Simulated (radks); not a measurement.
Q: Ionisation ladder of germanium, from Ge to Ge21+. Each ion is in the ground configuration listed by NIST, and IE = E(next ion) - E(this ion). Calculated with a radial shooting solver on a logarithmic mesh with Libxc functionals: scalar-relativistic Kohn-Sham, PBE, spin-polarised, spherical densities, finite nucleus; open shells are filled with parallel spins first; Fermi nuclear charge, rms radius 4.0742 fm.

species      configuration  IE, Delta-SCF (eV)  -e(HOMO) (eV)     HOMO  <r> HOMO (bohr)
Ge       [Ar] 3d10 4s2 4p2               7.944          4.415    4p up             2.85
Ge+      [Ar] 3d10 4s2 4p1                   ?         11.671    4p up             2.54
Ge2+         [Ar] 3d10 4s2              34.414         29.250       4s             1.94
Ge3+         [Ar] 3d10 4s1              46.719         41.167    4s up             1.84
Ge4+             [Ar] 3d10              90.626         78.036       3d            0.717
Ge5+              [Ar] 3d9              117.24         103.60  3d down            0.685
Ge6+              [Ar] 3d8              145.82         131.23  3d down            0.658
Ge7+              [Ar] 3d7              176.18         160.74  3d down            0.634
Ge8+              [Ar] 3d6              208.16         191.94  3d down            0.613
Ge9+              [Ar] 3d5                   ?         234.42    3d up            0.585
Ge10+             [Ar] 3d4              288.81         270.26    3d up            0.567
Ge11+             [Ar] 3d3              326.96         307.67    3d up            0.552
Ge12+             [Ar] 3d2              366.55         346.57    3d up            0.537
Ge13+             [Ar] 3d1              407.46         386.84    3d up            0.524
Ge14+                 [Ar]              530.15         510.69       3p            0.550
Ge15+         [Ne] 3s2 3p5              569.40         549.86  3p down            0.542
Ge16+         [Ne] 3s2 3p4                   ?         589.15  3p down            0.535
Ge17+         [Ne] 3s2 3p3              661.37         640.53    3p up            0.526
Ge18+         [Ne] 3s2 3p2              703.34         682.46    3p up            0.519
Ge19+         [Ne] 3s2 3p1                   ?         724.41    3p up            0.512
Ge20+             [Ne] 3s2              836.95         817.67       3s            0.518
Ge21+             [Ne] 3s1              883.44         863.86    3s up            0.512

Estimate the withheld Delta-SCF values.

A: Ge+: 15.687 eV (NIST 15.935); Ge9+: 252.18 eV (NIST 252); Ge16+: 608.53 eV (NIST 609); Ge19+: 745.08 eV (NIST 744).
